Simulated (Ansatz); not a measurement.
Gas-phase reaction in SMILES: O[Si](O)(O)Cl + H+ → O[Si](O)([OH2+])Cl
Each molecule is optimised on its own at B3LYP-D3(BJ)/def2-TZVP (Ansatz, an electronic-structure program), one conformer each, not searched for the lowest.

Quantity: proton affinity (electronic energy difference), positive where the reaction releases energy, in kJ/mol. Valence correlation only, unless marked. No spin-orbit coupling. Non-relativistic. Basis-set limits of correlation are two-point, X^-3; Hartree-Fock from the larger set. [CCSD(T)-MP2]/basis is that difference in the basis named.

RI-MP2/CBS(cc-pV(T+d)Z,cc-pV(Q+d)Z)+[CCSD(T)-MP2]/cc-pV(T+d)Z (Ansatz) gives 774.7 kJ/mol.

Task: Another calculation gave 777.9 kJ/mol. Which level was it?
A. HSE06/def2-TZVPD (Ansatz)
B. SVWN5/def2-TZVPD (Ansatz)
C. wB97M-V/def2-TZVPD (Ansatz)

Result: A, HSE06/def2-TZVPD (Ansatz). The others give 766.2 (wB97M-V), 755.0 (SVWN5) kJ/mol.
